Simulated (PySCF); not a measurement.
Species: [FeO4]- (charge -1 and doublet state).
Bonds: Fe1–O2, Fe1–O3, Fe1–O4, Fe1–O5.

Theory: PBE0-D3(BJ)/def2-SVP geometry optimisation, gas phase in PySCF.

Q: List the bond lengths and angles at this level.

A: 
```tsv
bond	length (bohr)
Fe1–O2 and 3 like bonds	3.000
```

Bonds in one row agree within 0.02 bohr and their mean is given. A selection of angles:
```tsv
angle	degrees
O2–Fe1–O3	109.2
```

Fe1 (iron bonded to 4 O) is tetrahedral (angles from 109.2° to 109.9°). All 4 Fe–O bonds measure 1.586 to 1.588 Å.

Point group: Td (tolerance 0.08 Å). Stationary, but not proved a minimum. ⟨S²⟩ = 0.779 (exact for a doublet: 0.75). The geometry's basis has no diffuse functions, a weakness for an anion.

Caution for open-shell metal species: one SCF solution and one stationary point were followed, and a lower state or a bent or distorted shape isn't ruled out.


Compound: C₂H₃BrCl₂.
SMILES with atom numbers: `[CH3:1][C:2]([Cl:3])([Cl:4])[Br:5]` (hydrogens: H6, H7, H8 on C1)

Computed with PBE0-D3(BJ)/def2-SVP geometry optimisation, gas phase (PySCF 2.14.0).

Problem. What internal coordinates does the optimisation give?

Solution. 
```csv
bond,length (bohr),order
C1–C2,2.852,single
"C2–Cl3, C2–Cl4",3.359,single
C2–Br5,3.697,single
"C1–H6, C1–H7, C1–H8",2.076,single
```

Bonds in one row agree within 0.02 bohr and their mean is given. Orders are formal, as drawn. A selection of angles:
```csv
angle,degrees
C2–C1–H6,109.7
H6–C1–H7,109.5
C1–C2–Cl3,110.2
C1–C2–Br5,109.7
Cl3–C2–Cl4,109.2
Cl3–C2–Br5,108.8
```

Point group: Cs (tolerance 0.08 Å). No frequency check.
